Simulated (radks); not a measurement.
Values are calculated unless marked as measured or tabulated.
Question: Species: neutral germanium. Configuration: [Ar] 3d8 4p6 (not the ground configuration). Code: a radial shooting solver on a logarithmic mesh with Libxc functionals. Model: Dirac Kohn-Sham, PBE, spin-unpolarised, spherical densities, point nucleus; open shells fill j = l - 1/2 first.

Spin-orbit splittings of the eigenvalues, e(l+1/2) - e(l-1/2), with zeta = 2 splitting/(2l+1) and mean radii in bohr:

| shell | occ. | splitting (eV) | zeta (eV) | <r> j=l-1/2 | <r> j=l+1/2 |
|---|---|---|---|---|---|
| 2p | 6 | 31.84 | 21.23 | 0.1813 | 0.1849 |
| 3p | 6 | 4.482 | 2.988 | 0.6249 | 0.6346 |
| 3d | 8 | ? | ? | 0.6700 | 0.6738 |
| 4p | 6 | 0.3415 | 0.2276 | 2.267 | 2.308 |

Estimate the 3d splitting.

Answer: 0.6668 eV (zeta = 0.2667 eV).
